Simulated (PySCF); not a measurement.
# Ionisation energy of Ru²⁺ by level of theory

Ru²⁺ [Kr] 4d6 (5D) → Ru³⁺ [Kr] 4d5 (6S), as a difference of total energies. Computed with PySCF 2.14 in x2c-TZVPall (8s6p6d1f, 63 functions), with scalar relativity by spin-free X2C-1e. Correlated levels: valence: [Kr] frozen. The calculations carry no spin-orbit coupling.

| method | ionisation energy (eV) |
| --- | --- |
| UHF | 26.496 |
| BP86 | 28.840 |
| r2SCAN | 28.221 |
| MP2 (valence) | 27.426 |
| SCS-MP2 (valence) | 27.601 |

Question: How much does correlation contribute at MP2 (valence)?

Answer: 27.426 − (26.496) = 0.930 eV, measured against UHF.

The reference lies between the lowest fine-structure levels, while these numbers refer to the centres of the terms.

Errors of the correlated levels include the incompleteness of this basis and the frozen core.

For comparison: 28.47 eV (semi-empirical (NIST evaluation); NIST Atomic Spectra Database, ionization energies).
